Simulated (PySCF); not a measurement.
B(H)(F)(OH) (BFH₂O), SMILES OBF. Geometry: B3LYP-D3(BJ)/def2-TZVP. Other conformers were not sampled.

TDDFT-PBE0/def2-SVPD in PySCF puts the lowest singlet excitations at 8.29, 8.89, 9.28, 9.78, 10.16, 10.27 eV.

What are the lowest excitation roots from ADC(2)/aug-cc-pVDZ (PySCF)? (An estimate is asked for; the answer gives what the named calculation found.)

8.54, 8.74, 8.81, 9.50, 10.01, 10.13 eV. S1 differs by 0.24 eV (second minus first; roots are paired by order, and the bases may differ).
